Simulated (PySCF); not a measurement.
Compound: C5H2F2.
Atom-mapped SMILES: `[CH:1]#[C:2][C@:3]1([F:4])[CH:5]=[C:6]1[F:7]` (hydrogens: H8 on C1; H9 on C5)

Computed by this run: PySCF 2.14.0, PBE0-D3(BJ)/def2-SVP geometry optimisation, gas phase; density fitting, grid level 1; the optimiser is geomeTRIC in internal coordinates, started from a GFN2-xTB structure with every atom displaced at random (about 0.01 Å).

Step 0: E = -10626.7671 eV
```
atom  x, y, z in Å  |  force x, y, z in eV/Å
C1      2.2046    0.7607   -0.1390   -1.243  -0.375  -0.056
C2      1.1012    0.2615   -0.2354    0.775   0.271  -0.123
C3     -0.1803   -0.3881   -0.3697   -0.206  -0.456   0.561
F4     -0.1200   -1.3468   -1.3560   -0.182   0.195   0.148
C5     -1.4842    0.2961   -0.1010    0.345  -0.869   0.733
C6     -1.0974   -0.5892    0.7705    0.459  -0.433  -0.156
F7     -1.3007   -1.2674    1.8766    0.028   0.494  -0.629
H8      3.1317    1.2598   -0.0498    0.718   0.287   0.065
H9     -2.2032    0.9975   -0.4307   -0.694   0.886  -0.544
```

Step 1: E = -10626.7966 eV
```
atom  x, y, z in Å  |  force x, y, z in eV/Å
C1      2.1697    0.8435   -0.1666    0.914   0.156  -0.003
C2      1.1527    0.1997   -0.1850   -0.808  -0.022   0.067
C3     -0.1498   -0.4289   -0.2784   -0.006  -0.191  -0.409
F4     -0.1297   -1.3423   -1.3123   -0.017  -0.005   0.074
C5     -1.4484    0.3041   -0.0482    0.033   0.108  -0.170
C6     -1.1159   -0.6384    0.7785   -0.182   0.110   0.120
F7     -1.4538   -1.3444    1.8117    0.101  -0.125   0.177
H8      3.1346    1.3229   -0.1737   -0.144   0.050   0.061
H9     -2.1077    1.0681   -0.4606    0.111  -0.082   0.083
```

Step 2: E = -10626.8203 eV
```
atom  x, y, z in Å  |  force x, y, z in eV/Å
C1      2.1739    0.8349   -0.1565   -0.018  -0.297   0.011
C2      1.1383    0.2079   -0.2084   -0.021   0.256  -0.088
C3     -0.1611   -0.4287   -0.3126   -0.056  -0.241  -0.129
F4     -0.1649   -1.3633   -1.3261    0.116   0.130   0.085
C5     -1.4534    0.3024   -0.0600    0.028  -0.041  -0.023
C6     -1.1022   -0.6283    0.7744   -0.120   0.085   0.079
F7     -1.3947   -1.3219    1.8333    0.094   0.014   0.007
H8      3.1326    1.3188   -0.1165   -0.032   0.072   0.031
H9     -2.1167    1.0625   -0.4621    0.009   0.023   0.025
```

Step 3: E = -10626.8334 eV
```
atom  x, y, z in Å  |  force x, y, z in eV/Å
C1      2.1744    0.8102   -0.1499   -0.293  -0.292   0.026
C2      1.1188    0.2190   -0.2407    0.274   0.316  -0.032
C3     -0.1764   -0.4232   -0.3438    0.009  -0.158   0.069
F4     -0.1663   -1.3647   -1.3442   -0.015   0.050   0.032
C5     -1.4694    0.2972   -0.0717    0.017  -0.101   0.012
C6     -1.0899   -0.6143    0.7723    0.011  -0.028  -0.011
F7     -1.3223   -1.2882    1.8596    0.015   0.087  -0.089
H8      3.1262    1.2972   -0.0535    0.030   0.052  -0.013
H9     -2.1432    1.0512   -0.4628   -0.047   0.074   0.006
```

**Question.** Estimate the geometry and energy of step 4. (The exact step hangs on the optimiser's Hessian estimate; all steps are aligned on step 3, rigid shifts and turns removed.)

**Answer.** E = -10626.8361 eV, largest force 0.091 eV/Å
```
atom  x, y, z in Å  |  force x, y, z in eV/Å
C1      2.1737    0.8007   -0.1446   -0.020  -0.070   0.046
C2      1.1136    0.2261   -0.2495    0.015   0.065  -0.062
C3     -0.1787   -0.4249   -0.3527    0.024  -0.035   0.074
F4     -0.1715   -1.3670   -1.3494    0.016   0.018   0.003
C5     -1.4729    0.2936   -0.0763   -0.033  -0.027  -0.021
C6     -1.0842   -0.6117    0.7691    0.017  -0.026  -0.013
F7     -1.2999   -1.2740    1.8647   -0.017   0.027  -0.022
H8      3.1229    1.2922   -0.0353    0.003   0.019  -0.022
H9     -2.1513    1.0493   -0.4604   -0.006   0.030   0.017
```

The energy changes by -0.0027 eV. The first-order estimate −F·Δx gives -0.0047 eV and the mean of the old and new forces, exact on a quadratic surface, -0.0028 eV. The step makes an angle of 80° with the force vector and moves no atom by more than 0.027 Å.

What follows is the cost of the whole optimisation. The run took 30 s on Arm Neoverse V1, one thread, shared host, and the process peaked at 0.44 GiB of memory.
